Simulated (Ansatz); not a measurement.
`[F][SnH2][Br]` + H–F → `[F][SnH2][F]` + HBr  (ligand exchange at the Sn–Br bond)

Isolated molecules relaxed with PBE0-D4/def2-TZVP in Ansatz; ΔE leaves out vibrations. CCSD(T)/CBS adds triple-zeta CCSD(T) − MP2 to the extrapolated MP2 energy (def2 sets, frozen cores). This one scheme is used for every species. Functionals use def2-TZVPP. B3LYP here is the variant with VWN-RPA as its local correlation; programs differ in this. HSE06 is defined as in plane-wave codes. def2 core potentials past Kr. For Br, Sn outer-core shells are correlated without core-valence functions, which leaves a few kJ/mol of doubt a bond. Scalar relativity is left out up to krypton.

```tsv
level	ΔE (kJ/mol)	difference from CCSD(T)/CBS
LDA (SPW92)	45.2	-5.3
PBE-D4	43.7	-6.8
revPBE-D4	42.7	-7.8
r2SCAN-D4	41.7	-8.8
B3LYP-D4	42.4	-8.1
r2SCANh-D4	45.2	-5.3
HSE06-D4	52.2	1.7
BHLYP-D4	49.4	-1.1
B3LYP	37.8	-12.7
HSE06	49.8	-0.7
BHLYP	43.4	-7.1
LC-ωPBE	37.5	-13.0
CCSD(T)/def2-SVP	37.1	-13.4
HF/def2-TZVPP	47.0	-3.5
CCSD/def2-TZVPP	45.2	-5.3
SCS-MP2/def2-QZVPP	46.3	-4.2
CCSD(T)/CBS	50.5	0
```

Largest T1 diagnostic among the species: 0.014.

From PBE to PBE0 (25 % exact exchange), in def2-TZVPP and without D4, ΔE moves by +8.1 kJ/mol. The D4 term adds +4.6 kJ/mol with B3LYP and +2.5 kJ/mol with PBE0; it sums over pairs of atoms, weighted by their polarisabilities, and B3LYP, whose exchange is more repulsive, gets the larger term.
